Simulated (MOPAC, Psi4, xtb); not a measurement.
Torsional profile of SMILES [SiH2]([SiH2]N)Cl (H6ClNSi2), singlet. Scanned: dihedral H5–N1–Si2–Si3; all other coordinates were relaxed at B3LYP-D3(BJ)/def2-SVP. Heavy atoms are numbered in the order of the SMILES N[SiH2][SiH2]Cl, hydrogens after them in the order of the atoms that carry them; the mirror image has the same energies with the sign of each dihedral reversed.

Methods: PM7, restricted, heats of formation // B3LYP-D3(BJ)/def2-SVP (MOPAC); PM3, restricted, heats of formation // B3LYP-D3(BJ)/def2-SVP (MOPAC); GFN1-xTB // B3LYP-D3(BJ)/def2-SVP (xtb); MP2/cc-pVTZ = DF-MP2 (frozen core)/cc-pVTZ // B3LYP-D3(BJ)/def2-SVP in Psi4.

Energies relative to the lowest point of each profile, in eV; the last columns give the difference from MP2:

```json
[
 {"φ / °": "-150", "PM7": "0.004", "PM3": "0.040", "GFN1-xTB": "0.040", "MP2/cc-pVTZ": "0.005", "PM7 − MP2/cc-pVTZ": "-0.001", "PM3 − MP2/cc-pVTZ": "0.035", "GFN1-xTB − MP2/cc-pVTZ": "0.036"},
 {"φ / °": "-120", "PM7": "0.016", "PM3": "0.067", "GFN1-xTB": "0.012", "MP2/cc-pVTZ": "0.028", "PM7 − MP2/cc-pVTZ": "-0.012", "PM3 − MP2/cc-pVTZ": "0.039", "GFN1-xTB − MP2/cc-pVTZ": "-0.016"},
 {"φ / °": "-90", "PM7": "0.000", "PM3": "0.000", "GFN1-xTB": "0.107", "MP2/cc-pVTZ": "0.026", "PM7 − MP2/cc-pVTZ": "-0.026", "PM3 − MP2/cc-pVTZ": "-0.026", "GFN1-xTB − MP2/cc-pVTZ": "0.082"},
 {"φ / °": "-60", "PM7": "0.012", "PM3": "0.033", "GFN1-xTB": "0.053", "MP2/cc-pVTZ": "0.000", "PM7 − MP2/cc-pVTZ": "0.012", "PM3 − MP2/cc-pVTZ": "0.033", "GFN1-xTB − MP2/cc-pVTZ": "0.053"},
 {"φ / °": "-30", "PM7": "0.063", "PM3": "0.105", "GFN1-xTB": "0.021", "MP2/cc-pVTZ": "0.025", "PM7 − MP2/cc-pVTZ": "0.038", "PM3 − MP2/cc-pVTZ": "0.081", "GFN1-xTB − MP2/cc-pVTZ": "-0.003"},
 {"φ / °": "0", "PM7": "0.098", "PM3": "0.181", "GFN1-xTB": "0.000", "MP2/cc-pVTZ": "0.050", "PM7 − MP2/cc-pVTZ": "0.048", "PM3 − MP2/cc-pVTZ": "0.131", "GFN1-xTB − MP2/cc-pVTZ": "-0.050"},
 {"φ / °": "30", "PM7": "0.062", "PM3": "0.106", "GFN1-xTB": "0.023", "MP2/cc-pVTZ": "0.025", "PM7 − MP2/cc-pVTZ": "0.038", "PM3 − MP2/cc-pVTZ": "0.081", "GFN1-xTB − MP2/cc-pVTZ": "-0.002"},
 {"φ / °": "60", "PM7": "0.013", "PM3": "0.032", "GFN1-xTB": "0.055", "MP2/cc-pVTZ": "0.000", "PM7 − MP2/cc-pVTZ": "0.013", "PM3 − MP2/cc-pVTZ": "0.032", "GFN1-xTB − MP2/cc-pVTZ": "0.055"},
 {"φ / °": "90", "PM7": "0.000", "PM3": "0.001", "GFN1-xTB": "0.106", "MP2/cc-pVTZ": "0.026", "PM7 − MP2/cc-pVTZ": "-0.026", "PM3 − MP2/cc-pVTZ": "-0.026", "GFN1-xTB − MP2/cc-pVTZ": "0.079"},
 {"φ / °": "120", "PM7": "0.013", "PM3": "0.064", "GFN1-xTB": "0.014", "MP2/cc-pVTZ": "0.028", "PM7 − MP2/cc-pVTZ": "-0.015", "PM3 − MP2/cc-pVTZ": "0.036", "GFN1-xTB − MP2/cc-pVTZ": "-0.014"},
 {"φ / °": "150", "PM7": "0.003", "PM3": "0.039", "GFN1-xTB": "0.041", "MP2/cc-pVTZ": "0.005", "PM7 − MP2/cc-pVTZ": "-0.002", "PM3 − MP2/cc-pVTZ": "0.035", "GFN1-xTB − MP2/cc-pVTZ": "0.036"},
 {"φ / °": "180", "PM7": "0.044", "PM3": "0.037", "GFN1-xTB": "0.082", "MP2/cc-pVTZ": "0.009", "PM7 − MP2/cc-pVTZ": "0.036", "PM3 − MP2/cc-pVTZ": "0.028", "GFN1-xTB − MP2/cc-pVTZ": "0.073"}
]
```

PM7 is furthest from MP2/cc-pVTZ at 0 (0.048 eV, above); its mean absolute difference over the points is 0.022 eV.

PM3 is furthest from MP2/cc-pVTZ at 0 (0.131 eV, above); its mean absolute difference over the points is 0.049 eV.

GFN1-xTB is furthest from MP2/cc-pVTZ at -90 (0.082 eV, above); its mean absolute difference over the points is 0.042 eV.
